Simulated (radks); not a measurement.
Values are calculated unless marked as measured or tabulated.
Coulomb parameter of the 4d shell of the ruthenium ion Ru+ in the model configuration [Kr] 4d6 5s1, as a second difference U = [E(n + 0.5) + E(n - 0.5) - 2 E(n)] / (0.5)^2 with all orbitals relaxed. "Bare": the charge of the atom changes with n. "Screened": the 5s shell takes up the change at fixed total charge, which measures U(4d,4d) + U(5s,5s) - 2 U(4d,5s). Code: a radial shooting solver on a logarithmic mesh with Libxc functionals. Model: scalar-relativistic Kohn-Sham, r2SCAN, spin-unpolarised, spherical densities, finite nucleus; meta-GGA in the generalised Kohn-Sham scheme; Fermi nuclear charge, rms radius 4.4809 fm.

case,configuration,E - E(n) (eV)
start,[Kr] 4d6 5s1,0.000
bare +0.5,[Kr] 4d6.5 5s1,-6.389
bare -0.5,[Kr] 4d5.5 5s1,9.210
screened +0.5,[Kr] 4d6.5 5s0.5,-1.777
screened -0.5,[Kr] 4d5.5 5s1.5,2.127

U(bare) = 11.283 eV, U(screened by 5s) = 1.399 eV, against the Slater integral F0(4d,4d) = 15.875 eV with frozen orbitals.
